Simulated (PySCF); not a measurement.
The multiplicity is imposed and other spin states were not computed.

B3LYP has the VWN-RPA correlation part, as in Gaussian. 

Cartesian coordinates (Å):
```xyz
5

Zn     0.0208     0.0182     0.0225
O     -0.2996    -1.7212    -0.2208
H     -0.7614    -2.1117     0.5445
S      0.4658     2.1419     0.1550
H      1.6913     1.9012     0.7053
```
Charge 0, multiplicity 1.

Predict the dipole moment, charge on the central atom (Mulliken), total energy, LUMO and HOMO from B3LYP-D3(BJ)/def2-TZVP // PBE-D3(BJ)/def2-SVP (PySCF).


The dipole moment is 1.58 D and the charge on the central atom (Mulliken) is 0.50 e. The total energy comes out as -2254.1893 Ha, the LUMO is -1.46 eV and the HOMO is -7.25 eV.
